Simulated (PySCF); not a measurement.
Radial density of Rh⁺ (rhodium, charge +1)

UHF, [Kr] 4d8, high-spin 3F determinant. Calculation: PySCF 2.14, in def2-SVP with the def2 core potential (28 electrons); scalar relativity through the core potential. This is the valence pseudo-density: the core potential removes the inner electrons and smooths the orbitals near the nucleus.

```tsv
r (bohr)	4πr²ρ (e/bohr)	4πr²(ρα − ρβ)
0.0338	2.494e-05	0.0000
0.0569	6.857e-05	0.0000
0.0957	0.0002125	0.0000
0.161	0.001793	0.0003
0.271	0.05213	0.0071
0.455	1.489	0.1248
0.766	12.30	0.9620
1.29	11.51	1.4890
2.17	2.332	0.4762
3.65	0.1706	0.0229
6.13	0.001856	0.0001
```

Energies and moments cover only the electrons outside the core potential.
